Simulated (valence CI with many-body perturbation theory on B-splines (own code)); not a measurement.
## Mn XII: calculated level list

Method: valence CI with perturbative core correlation (CI+MBPT): four valence electrons over a frozen Dirac-Fock core [Ne], radial functions for each j: 11 s, 11 p, 10 d, 8 f, 5 g, 2 h, with the one-electron correlation potential Σ1, the two-electron term Σ2, the three-electron term Σ3, Breit, model QED; selected CI, second order for the rest, scaled by the run's own slope (own B-spline code, finite nucleus).

No measured spectrum was set against this ion. As an estimate, levels of excited configurations hold to 0.05 to 0.15 % of their energy, terms of the ground configuration to about 0.5 %. Among the levels kept, up to 560 cm⁻¹ of a level comes from second order outside the variational space, and about a tenth of that is noise between levels of different J, which matters for small intervals.

Levels 136 to 171 of 171, with energies above the lowest level, 3s2.3p2 3P_0. "Leading %" is the weight of the configuration and term that name the level; weights of strongly mixed levels are sums over their largest components and can fall short. In the jj column 3d3/2^4 stands for four electrons in 3d with j = 3/2.

| No. | Configuration | Term | J | E (cm⁻¹) | Leading % | g | Second component | Leading jj |
| --- | --- | --- | --- | --- | --- | --- | --- | --- |
| 136 | 3s.3p.3d2 | 5D° | 2 | 1043000 | 86 | 1.453 | 9 % 3s.3p.3d2 5F° | 3s 3p1/2 3d3/2 3d5/2 (58 %) |
| 137 | 3s.3p.3d2 | 5D° | 3 | 1044800 | 76 | 1.450 | 18 % 3s.3p.3d2 5F° | 3s 3p1/2 3d3/2 3d5/2 (41 %) |
| 138 | 3s.3p.3d2 | 5D° | 4 | 1047800 | 66 | 1.448 | 33 % 3s.3p.3d2 5F° | 3s 3p1/2 3d5/2^2 (38 %) |
| 139 | 3s.3p.3d2 | 5F° | 1 | 1048000 | 94 | 0.064 |  | 3s 3p1/2 3d3/2^2 (34 %) |
| 140 | 3s.3p.3d2 | 5F° | 2 | 1049200 | 88 | 1.057 | 10 % 3s.3p.3d2 5D° | 3s 3p3/2 3d3/2^2 (30 %) |
| 141 | 3s.3p.3d2 | 5F° | 3 | 1051000 | 78 | 1.302 | 18 % 3s.3p.3d2 5D° | 3s 3p3/2 3d3/2 3d5/2 (39 %) |
| 142 | 3s.3p.3d2 | 5F° | 4 | 1053400 | 65 | 1.401 | 34 % 3s.3p.3d2 5D° | 3s 3p3/2 3d3/2 3d5/2 (68 %) |
| 143 | 3s.3p.3d2 | 5F° | 5 | 1053400 | 98 | 1.399 |  | 3s 3p3/2 3d5/2^2 (50 %) |
| 144 | 3p3.3d | 1F° | 3 | 1055900 | 79 | 1.006 | 16 % 3s.3p.3d2 1F° | 3p1/2 3p3/2^2 3d5/2 (34 %) |
| 145 | 3s.3p.3d2 | 5P° | 1 | 1058500 | 96 | 2.479 |  | 3s 3p1/2 3d3/2 3d5/2 (46 %) |
| 146 | 3p3.3d | 1F° | 3 | 1060100 | 29 | 1.132 | 25 % 3p3.3d 3D° | 3p1/2^2 3p3/2 3d5/2 (30 %) |
| 147 | 3s.3p.3d2 | 5P° | 2 | 1061400 | 95 | 1.822 |  | 3s 3p3/2 3d3/2 3d5/2 (24 %) |
| 148 | 3s.3p.3d2 | 5P° | 3 | 1065700 | 93 | 1.647 |  | 3s 3p3/2 3d3/2 3d5/2 (64 %) |
| 149 | 3p3.3d | 1D° | 2 | 1067300 | 31 | 1.090 | 20 % 3p3.3d 3D° | 3p1/2 3p3/2^2 3d5/2 (26 %) |
| 150 | 3s.3p.3d2 | 3F° | 2 | 1069900 | 65 | 0.736 | 12 % 3p3.3d 3F° | 3s 3p1/2 3d3/2^2 (26 %) |
| 151 | 3p3.3d | 1F° | 3 | 1072100 | 19 | 1.165 | 15 % 3p3.3d 3D° | 3s 3p3/2 3d5/2^2 (22 %) |
| 152 | 3p3.3d | 3D° | 1 | 1073600 | 51 | 0.502 | 34 % 3s.3p.3d2 3D° | 3s 3p3/2 3d3/2 3d5/2 (28 %) |
| 153 | 3s.3p.3d2 | 3F° | 3 | 1074400 | 46 | 1.149 | 14 % 3p3.3d 3D° | 3s 3p3/2 3d5/2^2 (18 %) |
| 154 | 3s.3p.3d2 | 3F° | 4 | 1076700 | 66 | 1.306 | 12 % 3s.3p.3d2 5D° | 3s 3p3/2 3d5/2^2 (49 %) |
| 155 | 3p3.3d | 1D° | 2 | 1078100 | 30 | 1.017 | 16 % 3p3.3d 3D° | 3p3/2^3 3d3/2 (36 %) |
| 156 | 3s.3p.3d2 | 5D° | 3 | 1080800 | 94 | 1.488 |  | 3s 3p3/2 3d3/2 3d5/2 (55 %) |
| 157 | 3s.3p.3d2 | 5D° | 2 | 1080900 | 97 | 1.494 |  | 3s 3p3/2 3d3/2 3d5/2 (49 %) |
| 158 | 3s.3p.3d2 | 5D° | 1 | 1081100 | 98 | 1.494 |  | 3s 3p3/2 3d3/2^2 (43 %) |
| 159 | 3s.3p.3d2 | 5D° | 0 | 1081200 | 99 |  |  | 3s 3p3/2 3d3/2^2 (58 %) |
| 160 | 3s.3p.3d2 | 5D° | 4 | 1081500 | 77 | 1.444 | 13 % 3s.3p.3d2 3F° | 3s 3p3/2 3d3/2 3d5/2 (39 %) |
| 161 | 3p3.3d | 3D° | 1 | 1089400 | 43 | 0.507 | 40 % 3s.3p.3d2 3D° | 3s 3p3/2 3d3/2^2 (20 %) |
| 162 | 3s.3p.3d2 | 3D° | 2 | 1090500 | 40 | 1.163 | 40 % 3p3.3d 3D° | 3p1/2 3p3/2^2 3d5/2 (26 %) |
| 163 | 3s.3p.3d2 | 3H° | 4 | 1090700 | 93 | 0.813 |  | 3s 3p1/2 3d3/2 3d5/2 (69 %) |
| 164 | 3s.3p.3d2 | 3D° | 3 | 1092100 | 41 | 1.324 | 34 % 3p3.3d 3D° | 3s 3p3/2 3d5/2^2 (38 %) |
| 165 | 3s.3p.3d2 | 3H° | 5 | 1094900 | 87 | 1.052 | 7 % 3s.3p.3d2 3G° | 3s 3p1/2 3d3/2 3d5/2 (52 %) |
| 166 | 3s.3p.3d2 | 3H° | 6 | 1102700 | 99 | 1.166 |  | 3s 3p3/2 3d3/2 3d5/2 (78 %) |
| 167 | 3s.3p.3d2 | 3G° | 3 | 1105000 | 83 | 0.753 | 14 % 3p3.3d 3G° | 3s 3p3/2 3d3/2 3d5/2 (32 %) |
| 168 | 3s.3p.3d2 | 3G° | 4 | 1106500 | 74 | 1.039 | 13 % 3p3.3d 3G° | 3s 3p3/2 3d3/2 3d5/2 (43 %) |
| 169 | 3s.3p.3d2 | 3S° | 1 | 1107700 | 76 | 2.006 | 19 % 3p3.3d 3S° | 3s 3p3/2 3d3/2 3d5/2 (37 %) |
| 170 | 3s.3p.3d2 | 3G° | 5 | 1108100 | 74 | 1.181 | 12 % 3p3.3d 3G° | 3s 3p3/2 3d3/2 3d5/2 (41 %) |
| 171 | 3s.3p.3d2 | 5S° | 2 | 1110000 | 97 | 1.999 |  | 3s 3p3/2 3d3/2 3d5/2 (43 %) |

Names give the largest LS component (configuration and term), which can be under half, so a name can repeat, a term be missing and a line seem to break the LS rules; names also repeat where a configuration has a term twice.

Where two levels of one J and parity lie close, their mixing, g and order are uncertain.
